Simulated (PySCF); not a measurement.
A calculated (UHF, PySCF 2.14, x2c-SVPall, the spin-free X2C one-electron Hamiltonian (Gaussian nucleus)) atom or ion has these occupied shells.

| shell | electrons | orbital energy (eV) | rms radius, mean of both spins (bohr) |
| --- | --- | --- | --- |
| 1s α | 1 | -7183.0 | 0.0675 |
| 1s β | 1 | -7182.9 | 0.0675 |
| 2s α | 1 | -892.68 | 0.288 |
| 2s β | 1 | -889.33 | 0.288 |
| 2p α | 3 | -758.61 | 0.260 |
| 2p β | 3 | -755.36 | 0.260 |
| 3s α | 1 | -128.98 | 0.872 |
| 3s β | 1 | -119.16 | 0.872 |
| 3p α | 3 | -89.361 | 0.937 |
| 3p β | 3 | -77.770 | 0.937 |
| 3d α | 5 | -26.816 | 1.22 |
| 3d β | 1 | -21.162 | 1.22 |
| 4s α | 1 | -15.366 | 3.02 |

Q: Name the element and its charge.

A: Fe⁺ (iron, charge +1), in [Ar] 3d6 4s1, high-spin 6D determinant.
